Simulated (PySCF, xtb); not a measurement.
Si(Me)(OH)(NH2)2 (CH8N2OSi), SMILES C[Si](N)(N)O. One conformer was computed; it need not be the lowest.

Harmonic wavenumbers (cm⁻¹) from GFN2-xTB (xtb) at its own minimum, in rising order: 74, 153, 174, 198, 209, 246, 248, 273, 292, 495, 620, 690, 776, 785, 808, 820, 823, 866, 927, 947, 1382, 1492, 1496, 1525, 1534, 3050, 3055, 3060, 3482, 3488, 3519, 3526, 3671.

Question: What does PBE0-D3(BJ)/def2-SVP (PySCF) give at its own minimum? (Estimate from the structure and the level; the computed values follow.)

Answer: 128, 185, 212, 228, 271, 281, 314, 343, 405, 415, 440, 667, 725, 757, 793, 809, 823, 887, 929, 951, 1269, 1428, 1431, 1537, 1543, 3060, 3159, 3171, 3613, 3616, 3713, 3718, 3925. Paired by order, the mean absolute difference is 70 cm⁻¹ and the zero-point energies are 63.9 and 65.4 kcal/mol.
